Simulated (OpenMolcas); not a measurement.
**Ta3+: ligand-field states by method**

Ta3+ with 4 ligands (water) in square-planar coordination (D2h) at 2.05 Å. Ligand basis ANO-RCC-VDZP.

```yaml
Program: OpenMolcas
Basis: ANO-RCC-VTZP [8s7p5d3f2g1h]
Scalar_Hamiltonian: DKH2, point nucleus
Active_space: 2 electrons in 5 orbitals (5d)
State_averaging: 2S+1 = 3 even, 10 roots; 2S+1 = 1 even, 15 roots
Spin-orbit_coupling: state interaction with AMFI integrals over the reference wave functions
```

I. CASSCF
II. SS-CASPT2, IPEA 0.25 Eh, imaginary shift 0.1 Eh (the lowest 16 gerade and 14 ungerade orbitals frozen, chosen by energy and not by shell, so the metal 5p can be frozen and 4f correlated)

Spin-free states in cm-1, each column counted from its own energy of the first state listed:

| State | Degeneracy | I | II |
| --- | --- | --- | --- |
| 2S+1 = 3 | 1 | 0 | 0 |
| 2S+1 = 3 | 1 | 4969 | 5620 |
| 2S+1 = 3 | 1 | 5902 | 6260 |
| 2S+1 = 3 | 1 | 5999 | 6430 |
| 2S+1 = 1 | 1 | 7863 | 7210 |
| 2S+1 = 1 | 1 | 8339 | 6630 |
| 2S+1 = 1 | 1 | 10392 | 8270 |
| 2S+1 = 3 | 1 | 11548 | 10550 |
| 2S+1 = 1 | 1 | 14104 | 11080 |
| 2S+1 = 1 | 1 | 15438 | 14250 |
| 2S+1 = 3 | 1 | 16405 | 16590 |
| 2S+1 = 1 | 1 | 18167 | 16420 |
| 2S+1 = 1 | 1 | 19810 | 16860 |
| 2S+1 = 1 | 1 | 25004 | 22830 |
| 2S+1 = 1 | 1 | 25219 | 23760 |
| 2S+1 = 1 | 1 | 37686 | 33010 |
| 2S+1 = 3 | 1 | 43481 | 43170 |
| 2S+1 = 3 | 1 | 48392 | 46380 |
| 2S+1 = 1 | 1 | 49090 | 47170 |
| 2S+1 = 3 | 1 | 54143 | 53110 |

From I to II, I's first state of the same spin (2S+1 = 3) moves from 4969 to 5620 cm-1, by about +650 cm-1.

From I to II, I's first state of another spin (2S+1 = 1) moves from 7863 to 7210 cm-1, by about -650 cm-1. In II another state of that kind comes below it.

χT at 300 K: I 0.18, II 0.17 cm3 K/mol.

The states above are spin-free; spin-orbit coupling is strong here and shifts and splits them by thousands of cm-1.

The least metal-like active orbital is 74 % on the metal (Löwdin) and no ligand orbital is active, so the numbers are rough. Ligand-to-metal charge-transfer states are missing. With no ligand orbital active B as a rule stays too high, so bands that hang on it stand too high and its fall with covalency is understated. Without dynamic correlation the repulsion within the d shell is too large (B by tens of per cent), so at a given field states of lower spin stand too high (holds for I). With metal d orbitals alone the field can be off either way by tens of per cent (holds for I). The distance lies 5 % over the 1.95 Å that this model takes as the normal distance (a Shannon-type radius plus a fixed donor radius); by an R⁻⁵ law this alone changes a d-shell field by about -22 %. No measured value stands beside these numbers; the geometry was imposed, not optimised, and the real ion may take another.

A state without a sure symmetry label is named by its multiplicity alone.
